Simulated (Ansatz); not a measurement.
Si₆O⁺, relaxed as a doublet with UKS r2SCAN-D4/def2-SVP in Ansatz, starting from the GFN2-xTB geometry. Force threshold 0.02 eV/Å.

The relaxation made no stability test and no search for a lower SCF solution. The structure comes from a short search, and lower isomers may exist.

Start:

```xyz
7

O     1.223   -0.147    2.997
Si   -0.491    0.388   -1.298
Si    1.259   -1.653    3.460
Si    0.353    1.274    0.555
Si   -2.199   -1.098   -5.072
Si    1.211    1.511    2.592
Si   -1.355   -0.275   -3.234
```

```json
{"step": "1", "energy (eV)": "-49278.6418", "largest force component (eV/Å)": "1.726", "SCF passes": "61"}
{"step": "2", "energy (eV)": "-49278.8279", "largest force component (eV/Å)": "0.931", "SCF passes": "36"}
{"step": "3", "energy (eV)": "-49278.9005", "largest force component (eV/Å)": "0.499", "SCF passes": "38"}
{"step": "4", "energy (eV)": "-49278.9993", "largest force component (eV/Å)": "0.389", "SCF passes": "43"}
{"step": "5", "energy (eV)": "-49279.0659", "largest force component (eV/Å)": "0.686", "SCF passes": "45"}
{"step": "6", "energy (eV)": "-49279.0975", "largest force component (eV/Å)": "0.284", "SCF passes": "47"}
{"step": "7", "energy (eV)": "-49279.1183", "largest force component (eV/Å)": "0.048", "SCF passes": "44"}
{"step": "8", "energy (eV)": "-49279.1236", "largest force component (eV/Å)": "0.161", "SCF passes": "44"}
{"step": "9", "energy (eV)": "-49279.1329", "largest force component (eV/Å)": "0.158", "SCF passes": "40"}
{"step": "10", "energy (eV)": "-49279.1449", "largest force component (eV/Å)": "0.361", "SCF passes": "46"}
{"step": "11 (rejected)", "energy (eV)": "-49279.1362", "largest force component (eV/Å)": "0.493", "SCF passes": "44"}
{"step": "14", "energy (eV)": "-49279.2085", "largest force component (eV/Å)": "0.145", "SCF passes": "47"}
{"step": "17", "energy (eV)": "-49279.3163", "largest force component (eV/Å)": "0.301", "SCF passes": "47"}
{"step": "20", "energy (eV)": "-49279.5289", "largest force component (eV/Å)": "0.292", "SCF passes": "43"}
{"step": "23", "energy (eV)": "-49280.1367", "largest force component (eV/Å)": "0.715", "SCF passes": "55"}
{"step": "26", "energy (eV)": "-49280.8633", "largest force component (eV/Å)": "0.537", "SCF passes": "46"}
{"step": "29", "energy (eV)": "-49280.9733", "largest force component (eV/Å)": "0.196", "SCF passes": "38"}
{"step": "32", "energy (eV)": "-49281.0966", "largest force component (eV/Å)": "0.322", "SCF passes": "36"}
{"step": "35", "energy (eV)": "-49281.3418", "largest force component (eV/Å)": "0.345", "SCF passes": "38"}
{"step": "38", "energy (eV)": "-49281.6880", "largest force component (eV/Å)": "0.280", "SCF passes": "36"}
{"step": "41", "energy (eV)": "-49282.1507", "largest force component (eV/Å)": "0.316", "SCF passes": "36"}
{"step": "44", "energy (eV)": "-49282.3882", "largest force component (eV/Å)": "0.485", "SCF passes": "39"}
{"step": "47", "energy (eV)": "-49282.4242", "largest force component (eV/Å)": "0.139", "SCF passes": "35"}
{"step": "50", "energy (eV)": "-49282.4369", "largest force component (eV/Å)": "0.107", "SCF passes": "31"}
{"step": "52", "energy (eV)": "-49282.4377", "largest force component (eV/Å)": "0.005", "SCF passes": "31"}
```

Force components are those of the run's own axes.

End:

```
atom   x (Å)   y (Å)   z (Å)
  O1   0.437   0.115   2.208
 Si2  -0.217  -1.702  -1.107
 Si3   0.777   0.207   3.747
 Si4   1.046   0.565  -1.431
 Si5  -1.502   0.969  -0.995
 Si6   0.005  -0.016   0.494
 Si7  -0.546  -0.138  -2.915
```

Bonds formed: Si2–Si6, Si4–Si5, Si4–Si7, Si5–Si6 (atoms count from 1).

No frequencies were taken in this run, so the end may be a saddle point.

Run time 3.6 min (4 threads of Arm Neoverse V2 on a shared host).
